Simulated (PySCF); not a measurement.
AlH3, SMILES [AlH3].

Geometry optimised at ωB97X-D3(BJ)/def2-TZVPD. The isomer is the one that the SMILES or the coordinates give; other isomers of the formula were not compared.

Computed with B3LYP/def2-TZVPD (PySCF).

Computed frontier levels, gap, dipole moment and polarisability:
- highest occupied level = -8.40 eV
- lowest empty level = -1.98 eV
- orbital gap = 6.42 eV
- dipole moment = 0.00 D
- quadrupole, principal values (traceless, Buckingham form, about the centre of nuclear charge) = -3.30, -3.30, 6.60 D·Å
- mean static polarisability = 32.7 bohr³ (4.85 Å³)
- polarisability, principal values = 27.7, 35.2, 35.2 bohr³
